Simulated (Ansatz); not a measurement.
Cartesian coordinates in Å:
```
O 0.040 1.307 -0.579
Zr -0.017 -0.428 0.192
F 1.660 -1.296 -0.047
F -0.389 -0.293 2.054
F -1.379 -1.461 -0.644
H 0.085 2.171 -0.977
```

Total charge 0; spin multiplicity 1. Zr takes the def2 core potential.

List the r2SCAN/def2-TZVPP orbital energies in eV (Ansatz 0.2.0). (Best estimate.)

Computed: Occupied: -665.88, -665.87, -665.87, -516.36, -57.77, -35.31, -35.31, -35.03, -29.93, -29.27, -29.26, -25.90, -13.54, -11.32, -11.32, -11.03, -10.88, -10.88, -10.31, -10.13, -10.13, -10.12, -8.89, -8.89. Lowest empty: -1.30, -1.30, -0.61, -0.58, -0.08, -0.08, 0.69, 1.20.
